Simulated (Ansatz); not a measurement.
Species: thiosilicic acid, sum formula H4SiSO3, net charge 0, singlet state. SMILES: O[Si](O)(O)S
Structure (B3LYP-D3(BJ)/def2-TZVP (Ansatz, a program for electronic structure) minimum search):
```xyz
9

O      0.5711    -0.1832     1.6663
Si    -0.2167    -0.1738     0.2354
O     -0.5207    -1.7395    -0.1244
O     -1.6636     0.5950     0.2326
S      1.0110     0.8759    -1.1583
H      0.3597    -0.9015     2.2704
H     -1.0819    -1.9271    -0.8812
H     -1.6689     1.5454     0.3742
H      2.1556     0.3238    -0.7216
```
Charge 0, spin multiplicity 1.

Wanted: vertical triplet-singlet gap (E(triplet) - E(singlet); each state is the SCF solution reached for its spin), in eV. Cores are frozen in the correlated levels unless marked. Open shells are spin-unrestricted. Spin-orbit coupling is left out. Non-relativistic. Basis-set limits of correlation are two-point, X^-3; Hartree-Fock from the larger set. The bracket is a focal-point correction in the basis named.

```
level                                                                      program  vertical triplet-singlet gap (eV)
-------------------------------------------------------------------------  -------  ---------------------------------
SVWN5/def2-TZVPD                                                            Ansatz                                ___
PBE/def2-TZVPD                                                              Ansatz                               5.46
B3LYP/def2-TZVPD                                                            Ansatz                               5.65
PBE0/def2-TZVPD                                                             Ansatz                               5.67
BHLYP/def2-TZVPD                                                            Ansatz                               5.78
CAM-B3LYP/def2-TZVPD                                                        Ansatz                                ___
wB97X-V/def2-TZVPD                                                          Ansatz                               6.03
SCS-MP2/aug-cc-pV(T+d)Z                                                     Ansatz                               6.09
CCSD/aug-cc-pV(D+d)Z                                                        Ansatz                               5.87
CCSD/aug-cc-pV(T+d)Z                                                        Ansatz                                ___
RI-MP2/CBS(aug-cc-pV(T+d)Z,aug-cc-pV(Q+d)Z)+[CCSD(T)-MP2]/aug-cc-pV(T+d)Z   Ansatz                               5.97
```

Task: What belongs in the gaps?

Result: 
- SVWN5/def2-TZVPD, vertical triplet-singlet gap (eV): 5.59
- CAM-B3LYP/def2-TZVPD, vertical triplet-singlet gap (eV): 5.80
- CCSD/aug-cc-pV(T+d)Z, vertical triplet-singlet gap (eV): 5.90
